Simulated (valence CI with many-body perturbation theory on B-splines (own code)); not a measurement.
E1 transitions of K12+

Calculated by valence CI with perturbative core correlation (CI+MBPT): five valence electrons over a frozen Dirac-Fock core [He], a basis of 11 s, 11 p, 10 d, 8 f, 5 g, 2 h functions for each j, with the one-electron correlation potential Σ1, the two-electron term Σ2, the three-electron term Σ3, Breit, model QED; selected CI, second order for the rest, scaled by the run's own slope (own B-spline code, finite nucleus).

No measured levels were compared; by estimate levels of excited configurations hold to 0.05 to 0.15 % of their energy, terms of the ground configuration to about 0.5 %. Among the levels kept, up to 5500 cm⁻¹ of a level comes from second order outside the variational space, and about a tenth of that is noise between levels of different J, which matters for small intervals.

Lines 101 to 150 of 550 in falling wavelength, among levels below 527.85 eV, chosen from the strongest by gf and those to the six lowest levels. Wavelengths and rates use the calculated energies, so an error of 400 cm⁻¹ moves a line at 63.12 nm by 0.25 % and its rate by three times that or more. Electric multipoles are in the length gauge, E1 and E2 with the static RPA response of the core. Weak lines are less certain than strong ones. Lines between different terms over intervals too small for the method are left out, as are lines whose strength nearly cancels. Where a level lies close to another of its J and parity, the split of strength between their lines is uncertain. The highest levels of a list are the least certain.

Names give the largest LS component (configuration and term), which can be under half, so a name can repeat, a term be missing and a line seem to break the LS rules; names also repeat where a configuration has a term twice. Letters in brackets count levels of one name in rising energy.

```tsv
λ vac (nm)	Upper	Lower	A (s⁻¹)	log gf	Branch %
63.12	2s 2p3 3d 4G°_5/2	2s 2p3 3p 4F_3/2 [a]	8.50e+08	-0.52	6.2
62.72	2s 2p3 3d 4F°_3/2 [b]	2s 2p3 3p 4D_1/2 [b]	1.27e+09	-0.52	1.9
62.71	2s 2p3 3d 4S°_3/2	2s 2p3 3p 4P_3/2 [b]	6.07e+08	-0.84	0.0
62.62	2s2 2p2 3d 2F_7/2 [b]	2s2 2p2 3p 2D°_5/2 [b]	1.21e+09	-0.25	0.0
62.62	2s 2p3 3p 2S_1/2 [b]	2s 2p3 3s 2P°_3/2 [b]	1.61e+09	-0.72	0.7
62.35	2s2 2p2 3d 4F_9/2	2s2 2p2 3p 4D°_7/2	1.62e+09	-0.02	99.9
62.16	2s 2p3 3d 2P°_1/2 [b]	2s 2p3 3p 2S_1/2 [a]	9.08e+08	-0.98	0.0
62.05	2s2 2p2 3d 4P_5/2	2s2 2p2 3p 4S°_3/2	5.40e+08	-0.73	0.0
61.54	2s2 2p2 3d 4F_7/2	2s2 2p2 3p 4D°_5/2	1.62e+09	-0.13	6.1
61.19	2s2 2p2 3d 4F_3/2	2s2 2p2 3p 4D°_1/2	8.44e+08	-0.72	1.1
61.08	2s 2p3 3d 2F°_7/2 [a]	2s 2p3 3p 2D_5/2 [a]	1.33e+09	-0.22	0.1
60.89	2s2 2p2 3d 2F_5/2 [a]	2s2 2p2 3p 2D°_3/2 [a]	1.46e+09	-0.31	0.2
60.85	2s 2p3 3d 2G°_7/2	2s 2p3 3p 2F_5/2 [a]	1.92e+09	-0.07	5.7
60.76	2s2 2p2 3d 2F_7/2 [a]	2s2 2p2 3p 2D°_5/2 [a]	1.53e+09	-0.17	0.2
60.69	2s2 2p2 3d 4F_5/2	2s2 2p2 3p 4D°_3/2	1.55e+09	-0.29	1.7
60.57	2s 2p3 3d 2G°_9/2	2s 2p3 3p 2F_7/2 [a]	2.01e+09	0.04	43.0
60.56	2s2 2p2 3d 2G_9/2	2s2 2p2 3p 2F°_7/2	1.89e+09	0.02	99.7
60.55	2s 2p3 3d 2F°_5/2 [a]	2s 2p3 3p 2D_5/2 [a]	3.80e+08	-0.90	0.0
60.46	2s 2p3 3d 4P°_1/2 [b]	2s 2p3 3p 4S_3/2	9.79e+08	-0.97	0.1
60.39	2s 2p3 3p 4P_5/2 [c]	2s 2p3 3s 4P°_5/2	1.54e+09	-0.30	1.2
60.37	2s2 2p2 3p 4S°_3/2	2s2 2p2 3s 4P_5/2	1.33e+09	-0.54	1.2
60.35	2s2 2p2 3d 2D_5/2 [c]	2s2 2p2 3p 2P°_3/2 [c]	1.83e+09	-0.22	0.1
60.24	2s 2p3 3p 2P_3/2 [a]	2s 2p3 3s 4P°_5/2	5.29e+08	-0.94	0.1
60.23	2s 2p3 3d 2F°_5/2 [a]	2s 2p3 3p 2D_3/2 [a]	1.03e+09	-0.47	0.0
60.15	2s2 2p2 3d 4P_3/2	2s2 2p2 3p 4S°_3/2	9.10e+08	-0.70	0.0
60.06	2s2 2p2 3d 4D_7/2	2s2 2p2 3p 4P°_5/2	1.29e+09	-0.25	6.9
60.02	2s 2p3 3p 4P_1/2 [c]	2s 2p3 3s 4P°_3/2	1.88e+09	-0.69	1.1
59.81	2s2 2p2 3p 2D°_3/2 [b]	2s2 2p2 3s 2D_3/2	9.97e+08	-0.67	5.1
59.80	2s2 2p2 3d 2G_7/2	2s2 2p2 3p 2F°_5/2	1.91e+09	-0.09	0.5
59.69	2s 2p3 3p 4P_3/2 [c]	2s 2p3 3s 4P°_1/2	6.27e+08	-0.87	0.1
59.56	2s 2p3 3d 4P°_3/2 [b]	2s 2p3 3p 4S_3/2	1.01e+09	-0.67	0.1
59.50	2s 2p3 3p 4P_5/2 [c]	2s 2p3 3s 4P°_3/2	6.87e+08	-0.66	0.5
59.41	2s2 2p2 3d 4D_5/2	2s2 2p2 3p 4P°_3/2	1.23e+09	-0.41	0.2
59.38	2s2 2p2 3p 2D°_3/2 [b]	2s2 2p2 3s 2D_5/2	6.72e+08	-0.85	3.4
59.25	2s2 2p2 3d 4P_1/2	2s2 2p2 3p 4S°_3/2	1.15e+09	-0.92	0.0
59.22	2s 2p3 3d 2P°_3/2 [b]	2s 2p3 3p 2S_1/2 [a]	1.14e+09	-0.62	0.0
59.22	2s2 2p2 3d 4D_7/2	2s2 2p2 3p 4D°_7/2	5.48e+08	-0.64	2.9
59.11	2s2 2p2 3d 2F_5/2 [b]	2s2 2p2 3p 2D°_3/2 [b]	5.17e+08	-0.79	0.0
58.91	2s 2p3 3d 2D°_5/2 [b]	2s 2p3 3p 2D_5/2 [b]	5.99e+08	-0.73	0.0
58.79	2s 2p3 3d 4P°_5/2 [b]	2s 2p3 3p 4S_3/2	1.18e+09	-0.44	0.4
58.75	2s 2p3 3d 2F°_5/2 [b]	2s 2p3 3p 2D_3/2 [b]	2.05e+09	-0.20	0.2
58.74	2s2 2p2 3p 2D°_5/2 [b]	2s2 2p2 3s 2D_5/2	1.62e+09	-0.30	10.6
58.69	2s 2p3 3d 2F°_7/2 [b]	2s 2p3 3p 2D_5/2 [b]	2.10e+09	-0.06	0.1
58.48	2s2 2p2 3d 2D_3/2 [c]	2s2 2p2 3p 2P°_1/2 [c]	1.68e+09	-0.46	0.1
58.44	2s 2p3 3d 4D°_7/2 [b]	2s 2p3 3p 4F_7/2	3.64e+08	-0.83	0.0
58.28	2s 2p3 3p 2S_1/2 [a]	2s 2p3 3s 2P°_3/2 [a]	1.39e+09	-0.85	0.1
57.88	2s2 2p2 3d 4D_3/2	2s2 2p2 3p 4P°_1/2	8.17e+08	-0.78	0.1
57.84	2s2 2p2 3d 4F_3/2	2s2 2p2 3p 2S°_1/2	6.02e+08	-0.92	0.8
57.81	2s 2p3 3d 4D°_3/2 [a]	2s 2p3 3p 4P_1/2 [a]	7.53e+08	-0.82	0.0
57.74	2s 2p3 3p 2P_1/2 [e]	2s 2p3 3s 2P°_1/2 [b]	2.10e+09	-0.68	0.7
```
